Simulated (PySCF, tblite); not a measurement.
Isomers of C7H12Ge. Level: GFN2-xTB in tblite, geometry and Hessian alike; calculated harmonic values, unscaled, isolated species. Errors from tens to a few hundred cm⁻¹ against measured bands are possible. Modes of hydrogen on germanium can be 10 to 20 % off. One conformer each.

Electronic energies: PBE0-D3(BJ)/def2-SVP at its own geometries (PySCF, gas phase).

```json
{"SMILES": "C1=C[CH2][GeH]([CH]2CC2)[CH2]1", "electronic energy, lowest = 0 (kJ/mol)": "7.9"}
{"SMILES": "C=C(C)[C@H]1C=C[CH2][GeH2]1", "electronic energy, lowest = 0 (kJ/mol)": "0.0"}
{"SMILES": "CC[CH2][GeH]1[CH]=CC=[CH]1", "electronic energy, lowest = 0 (kJ/mol)": "4.0"}
{"SMILES": "CCC[C]1=CC=[CH][GeH2]1", "electronic energy, lowest = 0 (kJ/mol)": "8.0"}
{"SMILES": "C1=C[C@@H](C2CC2)[GeH2][CH2]1", "electronic energy, lowest = 0 (kJ/mol)": "22.6"}
{"SMILES": "C1=C(C2CC2)[CH2][GeH2][CH2]1", "electronic energy, lowest = 0 (kJ/mol)": "6.8"}
```

**Question.** How do GFN2-xTB zero-point energies change the relative energies?

**Answer.** 
| SMILES | ZPE (kJ/mol) | of it from modes above 1550 cm⁻¹ | electronic (kJ/mol) | with ZPE, lowest = 0 (kJ/mol) | lowest mode (cm⁻¹) | rings |
| --- | --- | --- | --- | --- | --- | --- |
| C=C(C)[C@H]1C=C[CH2][GeH2]1 | 418.2 | 224.2 | 0.0 | 0.0 | 34 | 1 |
| CC[CH2][GeH]1[CH]=CC=[CH]1 | 426.8 | 219.6 | 4.0 | 12.5 | 51 | 1 |
| C1=C(C2CC2)[CH2][GeH2][CH2]1 | 423.1 | 214.8 | 6.8 | 11.7 | 16 | 2 |
| C1=C[CH2][GeH]([CH]2CC2)[CH2]1 | 427.4 | 220.4 | 7.9 | 17.0 | 28 | 2 |
| CCC[C]1=CC=[CH][GeH2]1 | 422.6 | 222.5 | 8.0 | 12.4 | 34 | 1 |
| C1=C[C@@H](C2CC2)[GeH2][CH2]1 | 423.5 | 215.0 | 22.6 | 27.8 | 34 | 2 |

The zero-point energies span 9.2 kJ/mol, from `C=C(C)[C@H]1C=C[CH2][GeH2]1` to `C1=C[CH2][GeH]([CH]2CC2)[CH2]1`. The lowest isomer stays, but the order above it changes.

**Question.** And how do the electronic energies of GFN2-xTB itself compare?

**Answer.** `C=C(C)[C@H]1C=C[CH2][GeH2]1` 16.5; `CC[CH2][GeH]1[CH]=CC=[CH]1` 55.1; `C1=C(C2CC2)[CH2][GeH2][CH2]1` 0.0; `C1=C[CH2][GeH]([CH]2CC2)[CH2]1` 35.6; `CCC[C]1=CC=[CH][GeH2]1` 19.7; `C1=C[C@@H](C2CC2)[GeH2][CH2]1` 15.7 kJ/mol, lowest = 0. Against the energies above, taken from the same isomer `C=C(C)[C@H]1C=C[CH2][GeH2]1`, the largest difference is 34.6 kJ/mol. The two levels were optimised apart and needn't hold the same conformer.

**Question.** What do entropy and thermal enthalpy add at 298.15 K and 1 bar (rigid rotor, harmonic oscillator, one conformer each)?

**Answer.** 
| SMILES | point group | symmetry number | S (J/(mol K)) | H − H(0) (kJ/mol) | ZPE + H − H(0) − TS (kJ/mol) |
| --- | --- | --- | --- | --- | --- |
| C=C(C)[C@H]1C=C[CH2][GeH2]1 | C1 | 1 | 414.5 | 28.62 | 323.3 |
| CC[CH2][GeH]1[CH]=CC=[CH]1 | Cs | 1 | 421.6 | 29.26 | 330.3 |
| CCC[C]1=CC=[CH][GeH2]1 | C1 | 1 | 415.0 | 28.68 | 327.5 |
| C1=C[C@@H](C2CC2)[GeH2][CH2]1 | C1 | 1 | 403.2 | 26.68 | 330.0 |

Not tabulated: `C1=C(C2CC2)[CH2][GeH2][CH2]1` (lowest mode only 16 cm⁻¹); `C1=C[CH2][GeH]([CH]2CC2)[CH2]1` (point group not settled).
